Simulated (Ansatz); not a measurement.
Z-matrix (Å, degrees):
```
Si
S 1 2.134
H 1 1.485 2 112.1
H 1 1.483 2 105.8 3 -120.0
H 1 1.487 2 109.5 3 120.7
C 2 1.761 1 99.3 3 -69.5
C 6 1.326 2 123.0 1 147.4
H 6 1.086 2 116.0 1 -36.3
H 7 1.084 6 122.0 2 -3.8
H 7 1.084 6 120.3 2 175.5
```

Total charge 0; spin multiplicity 1.

Problem. List the r2SCAN/def2-TZVPP orbital energies in eV (Ansatz). (An estimate is asked.)

Solution. Ansatz gave: Occupied: -2409.24, -1791.55, -274.22, -273.20, -213.67, -157.75, -157.65, -157.55, -141.98, -96.87, -96.82, -96.81, -21.21, -18.45, -14.74, -13.77, -11.95, -10.95, -9.40, -9.34, -9.04, -8.44, -7.53, -5.90. Lowest empty: -1.15, -0.42, 0.13, 0.86, 1.26, 1.51, 2.05, 2.82.
